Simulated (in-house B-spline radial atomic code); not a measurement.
## RPA and G0W0 on PBE: the lead ion Pb⁴⁺

Configuration [Xe] 4f14 5d10, mean-field start PBE. Computed with an all-electron radial atomic-structure program (B-spline basis): all electrons, scalar-relativistic (spin-free one-electron X2C), finite nucleus, each spin shell either full or empty, empty states to l = 9 with an (l + 1/2)⁻⁴ tail; G0W0 by contour deformation at full frequency.

Without the two-electron picture change, the correlation of inner shells comes somewhat too large for so heavy an element.

Command:
```bash
python run_gw.py task.json out
```
Settings (radii: box in bohr, nucleus in fm):
```
Z                        82
electrons                78
configuration            [Xe] 4f14 5d10
hamiltonian              x2c
method                   pbe,pbe
lmax                     9
rms_radius               5.5012
spin_polarised           False
box_radius               11.96
intervals                67
```

Run time, properties included: 8.5 s on 1 thread of Arm Neoverse N1, on a shared host.

Energies (hartree):

```tsv
term	value
mean-field total	-20882.74762
Hartree-Fock functional on these orbitals	-20876.77170
direct second order	-8.0284
second-order exchange	1.9844
SOSEX correction	1.8756
```

**Question.** What is the RPA correlation energy, and what remains with SOSEX?

**Answer.** RPA gives -7.0879 hartree (-2.47 eV per electron); RPA + SOSEX gives -5.2123, and the second-order doubles -6.044 hartree (no singles). RPA lacks exchange-type terms and so overcorrelates at short range.

Quasi-particle levels (eV):

```
level  occupied  mean field  Σx - vxc     Σc  QP weight    G0W0
   5d       yes      -61.58     -8.42      ?          ?       ?
   6s        no      -47.92      7.63  -2.55      0.966  -42.85
```

G0W0 = mean field + (Σx - vxc) + Σc, with Σc (partial-wave tail included) taken at the quasi-particle energy. Only the outer levels were computed. Levels of low weight are left out.

**Question.** Where does G0W0 put 5d?

**Answer.** At -70.09 eV, with Σc = -0.08 eV and a quasi-particle weight of 0.930. The tabulated removal energy is 68.8 ± 0.5 eV (NIST, semi-empirical); the calculation leaves out spin-orbit coupling, Breit and QED terms, and what these don't explain is the method's own error.
